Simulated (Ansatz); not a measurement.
Consider the redistribution: `C[Si](O)(F)[SiH3]` + `S[SiH2]C1BC1` → `C[SiH](O)[SiH3]` + `FC1([SiH2]S)BC1`.

Calculated with Ansatz (gas phase, PBE0-D4/def2-TZVP geometries, no zero-point term in ΔE). CBS: MP2 limit from def2 TZ/QZ plus the TZ coupled-cluster correction, frozen cores. Functionals use def2-TZVPP. One conformer a species, not always the lowest.

| level | ΔE (eV) | difference from CCSD(T)/CBS |
| --- | --- | --- |
| PBE-D4 | 2.70 | -0.26 |
| r2SCAN-D4 | 2.87 | -0.09 |
| PBE0-D4 | 2.82 | -0.14 |
| ωB97X-V | 2.83 | -0.13 |
| ωB97M-V | 2.87 | -0.09 |
| PBE | 2.70 | -0.26 |
| r2SCAN | 2.87 | -0.09 |
| PBE0 | 2.81 | -0.15 |
| MP2/def2-TZVPP | 3.06 | 0.10 |
| SCS-MP2/def2-TZVPP | 2.99 | 0.03 |
| CCSD/def2-TZVPP | 2.95 | -0.01 |
| CCSD(T)/def2-TZVPP | 2.92 | -0.04 |
| HF/def2-QZVPP | 3.02 | 0.06 |
| MP2/def2-QZVPP | 3.09 | 0.13 |
| SCS-MP2/def2-QZVPP | 3.03 | 0.07 |
| CCSD/CBS(def2) | 2.99 | 0.03 |
| CCSD(T)/CBS | 2.96 | 0 |

Largest T1 diagnostic among the species: 0.013.

From PBE to PBE0 (25 % exact exchange), in def2-TZVPP and without D4, ΔE moves by +0.12 eV.
